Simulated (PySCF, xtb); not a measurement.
B(F)(Cl)(Me) (CH3BClF), SMILES CB(F)Cl.

GFN2-xTB in xtb 6.7.1 at its own geometry gives an orbital gap of 4.98 eV and a dipole moment of 2.03 D.

Coordinates come from a B3LYP-D3(BJ)/def2-SVP optimisation.

Question: What does PBE0/def2-TZVPD (PySCF) give? (The exact figures need the calculation; the answer reports its results.)

Answer: gap 8.59 eV (levels -9.19 and -0.61 eV), dipole 1.65 D.
